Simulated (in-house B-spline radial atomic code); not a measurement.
Radial electron density of the technetium ion Tc⁸⁺, [Ar] 3d10 4s2 4p5. Computed with an all-electron radial atomic-structure program (B-spline basis): scalar-relativistic (X2C) HSE06, spin-polarised, spherical fractional occupations, exact exchange averaged over the configuration, Fermi nucleus of rms radius 4.41117 fm.

One-electron X2C: radii and densities carry no picture-change correction, so inner-shell <1/r> comes out high (for 1s by about 2 % at Z = 33, 5 % at 54, 10 % at 75, 30 % at 118) and <r> low.

Columns: r (bohr), 4πr²n(r) (electrons per bohr), bar.

```
 0.00121    1.727 #
 0.00147     2.38 ##
 0.00178    3.247 ##
 0.00215    4.392 ###
  0.0026    5.917 ####
 0.00315    7.935 #####
 0.00382    10.56 #######
 0.00462    13.84 #########
  0.0056    17.96 ############
 0.00678    22.89 ###############
  0.0082    28.57 ###################
 0.00993    34.86 #######################
   0.012    41.24 ###########################
  0.0146    47.36 ###############################
  0.0176    51.94 ##################################
  0.0214    54.55 ####################################
  0.0259    54.45 ####################################
  0.0313    51.99 ##################################
  0.0379    48.45 ################################
  0.0459     46.1 ##############################
  0.0556    47.35 ###############################
  0.0673    53.07 ###################################
  0.0815    61.27 ########################################
  0.0987    67.18 ############################################
    0.12    65.95 ###########################################
   0.145     57.3 ######################################
   0.175    46.89 ###############################
   0.212    42.21 ############################
   0.257    46.03 ##############################
   0.311    51.62 ##################################
   0.377     49.5 ################################
   0.456     37.6 #########################
   0.552       23 ###############
   0.669    13.74 #########
    0.81    10.95 #######
   0.981    9.883 ######
    1.19    7.124 #####
    1.44    3.581 ##
    1.74    1.192 #
    2.11   0.2395 
    2.55  0.02821 
    3.09 0.001633 
    3.74 4.415e-05
```

On this grid the curve has 3 maxima, near 0.0214, 0.0987, 0.311 bohr.

The 4p down radial function P(r) = rR(r), positive near the nucleus:

| r (bohr) | P |
| --- | --- |
| 0.00147 | 0.001336 |
| 0.00215 | 0.002575 |
| 0.00315 | 0.005013 |
| 0.00462 | 0.009798 |
| 0.00678 | 0.01908 |
| 0.00993 | 0.03651 |
| 0.0146 | 0.06856 |
| 0.0214 | 0.1228 |
| 0.0313 | 0.2053 |
| 0.0459 | 0.3097 |
| 0.0673 | 0.391 |
| 0.0987 | 0.3496 |
| 0.145 | 0.07398 |
| 0.212 | -0.372 |
| 0.311 | -0.6116 |
| 0.456 | -0.198 |
| 0.669 | 0.6728 |
| 0.981 | 1.124 |
| 1.44 | 0.7396 |
| 2.11 | 0.2026 |
| 3.09 | 0.01766 |
